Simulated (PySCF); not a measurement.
**[Sm(H2CO)]2+ at several levels of theory**

Computed with PySCF 2.14.0 (density fitting, no spin-orbit coupling) at the geometry relaxed with PBE0:

```xyz
5
[Sm(H2CO)]2+ (singlet in the valence; each metal's 4f electrons, 6 of them, lie in its core potential, out of spins and levels)
Sm    0.0000    0.0000   -0.3005
O     0.0000    0.0000    2.0605
C     0.0000    0.0000    3.2900
H     0.9542    0.0000    3.8530
H    -0.9542    0.0000    3.8530
```

```json
{"level": "PBE0", "basis": "Sm lcecp-0-SVP with ECP52, O def2-SVP, C def2-SVP, H def2-SVP", "state": "singlet", "HOMO (eV)": "–", "gap (eV)": "–", "charge on Sm1 (e)": "1.75", "population of f-type functions on Sm1 (polarisation alone where 4f lies in the core)": "0.01", "dipole about the centre of mass (D)": "2.08", "largest force component (eV/Å)": "0.01"}
{"level": "HF", "basis": "the same", "state": "singlet", "HOMO (eV)": "–", "gap (eV)": "–", "charge on Sm1 (e)": "1.83", "population of f-type functions on Sm1 (polarisation alone where 4f lies in the core)": "0.01", "dipole about the centre of mass (D)": "2.15", "largest force component (eV/Å)": "1.54"}
{"level": "r2SCAN", "basis": "the same", "state": "singlet", "HOMO (eV)": "–", "gap (eV)": "–", "charge on Sm1 (e)": "1.75", "population of f-type functions on Sm1 (polarisation alone where 4f lies in the core)": "0.01", "dipole about the centre of mass (D)": "2.06", "largest force component (eV/Å)": "0.34"}
```

In the lcecp rows the 4f levels are missing from HOMO and gap, and the state counts the valence alone.

Charges are Mulliken's, which hang on the basis. The relaxation used the grid (50, 194), these runs (75, 302) or, all-electron (x2c bases, spin-free X2C Hamiltonian), (99, 590).

Q: What does PBE0 with Sm lcecp-0-TZVP with ECP52, O def2-TZVP, C def2-TZVP, H def2-TZVP give here?

A: state singlet, charge on Sm1 (e) 1.83, population of f-type functions on Sm1 (polarisation alone where 4f lies in the core) 0.02, dipole about the centre of mass (D) 2.13, largest force component (eV/Å) 0.28. Time: 4.9 s on 2 threads of Arm Neoverse V2, with other jobs on the host, from free ions and atoms.

An lcecp potential fixes the number of 4f electrons, so in runs with it no electron can move into or out of that shell.
